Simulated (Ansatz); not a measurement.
Cost against result

The pair of HCl (SMILES Cl, atoms 1–2) and BF$_{3}$ (SMILES FB(F)F, atoms 3–6), both closed shells, in one local arrangement (a lower one may exist), relaxed at PBE0-D4/def2-TZVP:

```json
{"atom": "Cl1", "x (Å)": "-0.6358", "y (Å)": "0.3191", "z (Å)": "-1.9667"}
{"atom": "H2", "x (Å)": "0.6150", "y (Å)": "0.1717", "z (Å)": "-2.1985"}
{"atom": "F3", "x (Å)": "-0.7745", "y (Å)": "-1.1756", "z (Å)": "1.1169"}
{"atom": "B4", "x (Å)": "-0.0027", "y (Å)": "-0.1195", "z (Å)": "1.0239"}
{"atom": "F5", "x (Å)": "-0.4530", "y (Å)": "1.0604", "z (Å)": "1.3766"}
{"atom": "F6", "x (Å)": "1.2508", "y (Å)": "-0.2560", "z (Å)": "0.6477"}
```

Interaction energies are counterpoise-corrected; the time is that of the whole pair.

Ansatz 0.2.0; basis: as named in each row; cores frozen in the correlated methods. B3LYP uses VWN-RPA correlation. Extrapolation: Hartree–Fock as exp(−7.88 √X), correlation as X^−2.97.

Times are rough, for one single point on 4 threads of a shared host (AMD EPYC 9R45).

The estimate by CCSD(T) at an estimated basis limit (MP2 extrapolated from triple and quadruple zeta, plus CCSD(T) − MP2 in triple zeta) is -2.32 kcal/mol.

```json
{"method": "HF", "basis": "STO-3G", "time (s)": "under 1", "interaction energy (kcal/mol)": "-0.20", "method less estimate": "2.12"}
{"method": "PBE-D4", "basis": "STO-3G", "time (s)": "under 1", "interaction energy (kcal/mol)": "-0.89", "method less estimate": "1.43"}
{"method": "SPW92", "basis": "def2-SVP", "time (s)": "under 1", "interaction energy (kcal/mol)": "-3.92", "method less estimate": "-1.60"}
{"method": "B3LYP-D4", "basis": "6-31G", "time (s)": "under 1", "interaction energy (kcal/mol)": "-2.62", "method less estimate": "-0.30"}
{"method": "PBE-D4", "basis": "def2-SVP", "time (s)": "under 1", "interaction energy (kcal/mol)": "-2.67", "method less estimate": "-0.34"}
{"method": "PBE0-D4", "basis": "def2-SVP", "time (s)": "under 1", "interaction energy (kcal/mol)": "-2.75", "method less estimate": "-0.43"}
{"method": "PBE-D4", "basis": "def2-TZVPPD", "time (s)": "under 1", "interaction energy (kcal/mol)": "-2.48", "method less estimate": "-0.15"}
{"method": "revPBE-D4", "basis": "def2-TZVPPD", "time (s)": "under 1", "interaction energy (kcal/mol)": "-2.24", "method less estimate": "0.08"}
{"method": "CCSD(T)", "basis": "def2-SVP", "time (s)": "under 1", "interaction energy (kcal/mol)": "-1.20", "method less estimate": "1.13"}
{"method": "BLYP-D4", "basis": "def2-TZVPPD", "time (s)": "under 1", "interaction energy (kcal/mol)": "-2.22", "method less estimate": "0.10"}
{"method": "PBE0-D4", "basis": "def2-TZVPPD", "time (s)": "under 1", "interaction energy (kcal/mol)": "-2.47", "method less estimate": "-0.15"}
{"method": "B3LYP-D4", "basis": "def2-TZVPPD", "time (s)": "under 1", "interaction energy (kcal/mol)": "-2.43", "method less estimate": "-0.10"}
{"method": "wB97M-V", "basis": "def2-SVP", "time (s)": "under 1", "interaction energy (kcal/mol)": "-2.87", "method less estimate": "-0.54"}
{"method": "HSE06-D4", "basis": "def2-TZVPPD", "time (s)": "under 1", "interaction energy (kcal/mol)": "-2.44", "method less estimate": "-0.11"}
{"method": "r2SCAN-D4", "basis": "def2-TZVPPD", "time (s)": "under 1", "interaction energy (kcal/mol)": "-2.84", "method less estimate": "-0.52"}
{"method": "B2PLYP", "basis": "def2-TZVPPD", "time (s)": "1", "interaction energy (kcal/mol)": "-1.34", "method less estimate": "0.98"}
{"method": "B97M-V", "basis": "def2-TZVPPD", "time (s)": "2", "interaction energy (kcal/mol)": "-2.65", "method less estimate": "-0.32"}
{"method": "wB97X-V", "basis": "def2-TZVPPD", "time (s)": "2", "interaction energy (kcal/mol)": "-2.50", "method less estimate": "-0.18"}
{"method": "wB97M-V", "basis": "def2-TZVPPD", "time (s)": "2", "interaction energy (kcal/mol)": "-2.59", "method less estimate": "-0.26"}
{"method": "MP2", "basis": "def2-QZVPPD", "time (s)": "3", "interaction energy (kcal/mol)": "-2.18", "method less estimate": "0.15"}
{"method": "CCSD(T)", "basis": "def2-TZVPPD", "time (s)": "27", "interaction energy (kcal/mol)": "-1.94", "method less estimate": "0.38"}
```

No T1 diagnostic of these runs exceeds 0.013.
